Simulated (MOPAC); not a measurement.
MOPAC input (PM3):

```
PM3 1SCF CHARGE=-1 GEO-OK AUX(PRECISION=9) THREADS=1
C2HO

C     1.47166381 1   -0.13742564 1   -0.16023886 1
C     0.24591742 1   -0.00505859 1   -0.03640495 1
O    -1.10612656 1    0.18015862 1    0.07910224 1
H    -1.45647492 1   -0.58636359 1    0.54704496 1
```

Output:

```
 *******************************************************************************
 **                                                                           **
 **                              MOPAC v23.2.5                                **
 **                                                                           **
 *******************************************************************************
 ** MOPAC's Digital Object Identifier: https://doi.org/10.5281/zenodo.6511958 **
 **                                                                           **
 ** Please cite the open-source release paper for use of this MOPAC version:  **
 ** J. E. Moussa and J. J. P. Stewart (2026)                                  **
 ** MOPAC: An open-source semiempirical molecular orbital program             **
 ** J. Open Source Softw., 11(119), 8025, https://doi.org/10.21105/joss.08025 **
 *******************************************************************************

                              PM3 CALCULATION RESULTS

 *******************************************************************************
 *  PM3        - The PM3 Hamiltonian to be used
 *  GEO-OK     - OVERRIDE INTERATOMIC DISTANCE AND OTHER SAFETY CHECKS
 *
 *
 *
 *                 CHARGE ON SYSTEM = -1
 *
 *
 *
 *  1SCF       - DO 1 SCF AND THEN STOP
 *  AUX        - OUTPUT AUXILIARY INFORMATION
 *******************************************************************************
PM3 1SCF CHARGE=-1 GEO-OK AUX(PRECISION=9) THREADS=1
 C2HO

   ATOM   CHEMICAL          X               Y               Z
  NUMBER   SYMBOL      (ANGSTROMS)     (ANGSTROMS)     (ANGSTROMS)

     1       C          1.47166381  *  -0.13742564  *  -0.16023886  *
     2       C          0.24591742  *  -0.00505859  *  -0.03640495  *
     3       O         -1.10612656  *   0.18015862  *   0.07910224  *
     4       H         -1.45647492  *  -0.58636359  *   0.54704496  *

          CARTESIAN COORDINATES

    NO.       ATOM           X           Y           Z

     1         C          1.4717     -0.1374     -0.1602
     2         C          0.2459     -0.0051     -0.0364
     3         O         -1.1061      0.1802      0.0791
     4         H         -1.4565     -0.5864      0.5470

  H: (PM3): J. J. P. STEWART, J. COMP. CHEM. 10, 209 (1989).
  C: (PM3): J. J. P. STEWART, J. COMP. CHEM. 10, 209 (1989).
  O: (PM3): J. J. P. STEWART, J. COMP. CHEM. 10, 209 (1989).

           Empirical Formula: C2 H O  =     4 atoms

      MOLECULAR POINT GROUP   :   Cs

      RHF CALCULATION, NO. OF DOUBLY OCCUPIED LEVELS = 8

 -------------------------------------------------------------------------------
 PM3 1SCF CHARGE=-1 GEO-OK AUX(PRECISION=9) THREADS=1
 C2HO

     1SCF WAS SPECIFIED, SO BFGS WAS NOT USED
     SCF FIELD WAS ACHIEVED

                              PM3 CALCULATION
                                                       MOPAC v23.2.5 Linux

          FINAL HEAT OF FORMATION =         37.25080 KCAL/MOL =     155.85737 KJ/MOL

          COSMO AREA              =         77.20 SQUARE ANGSTROMS
          COSMO VOLUME            =         59.00 CUBIC ANGSTROMS

          IONIZATION POTENTIAL    =          3.123714 EV
          HOMO LUMO ENERGIES (EV) =         -3.124  8.386
          NO. OF FILLED LEVELS    =          8
          MOLECULAR WEIGHT        =         41.0293         POINT GROUP:  Cs

          MOLECULAR DIMENSIONS (Angstroms)

            Atom       Atom       Distance
            H     4    C     1     3.04562
            O     3    C     1     0.78572
            C     2    O     3     0.00000

          SCF CALCULATIONS        =          1

   ATOM   CHEMICAL          X               Y               Z
  NUMBER   SYMBOL      (ANGSTROMS)     (ANGSTROMS)     (ANGSTROMS)

     1       C          1.47166381  *  -0.13742564  *  -0.16023886  *
     2       C          0.24591742  *  -0.00505859  *  -0.03640495  *
     3       O         -1.10612656  *   0.18015862  *   0.07910224  *
     4       H         -1.45647492  *  -0.58636359  *   0.54704496  *

                             CARTESIAN COORDINATES

   1    C        1.471663810    -0.137425640    -0.160238860
   2    C        0.245917420    -0.005058590    -0.036404950
   3    O       -1.106126560     0.180158620     0.079102240
   4    H       -1.456474920    -0.586363590     0.547044960

           Empirical Formula: C2 H O  =     4 atoms

      MOLECULAR POINT GROUP   :   Cs

                  EIGENVALUES
 -31.44663 -21.14872 -13.53098 -10.57836  -8.34597  -3.98308  -3.57284  -3.12371
   8.38615   9.13344   9.19147  10.41205  13.85049

              NET ATOMIC CHARGES AND DIPOLE CONTRIBUTIONS

  ATOM NO.   TYPE          CHARGE      No. of ELECS.   s-Pop       p-Pop
    1          C          -0.397217        4.3972     1.75587     2.64135
    2          C          -0.565734        4.5657     1.27686     3.28887
    3          O          -0.164990        6.1650     1.79339     4.37160
    4          H           0.127941        0.8721     0.87206
 DIPOLE           X         Y         Z       TOTAL
 POINT-CHG.    -3.323    -0.159     0.614     3.383
 HYBRID        -2.016    -0.293     0.478     2.092
 SUM           -5.339    -0.452     1.093     5.468

          ATOMIC ORBITAL ELECTRON POPULATIONS

     Atom    s        px        py        pz
    1  C   1.75587   1.00785   0.79890   0.83460
    2  C   1.27686   0.88821   1.20745   1.19321
    3  O   1.79339   1.14956   1.43189   1.79015
    4  H   0.87206

 **********************
 *                    *
 * JOB ENDED NORMALLY *
 *                    *
 **********************

 == MOPAC DONE ==
```

The dipole moment of an ion depends on the origin.

The geometry given is a B3LYP-D3(BJ)/def2-TZVP minimum.
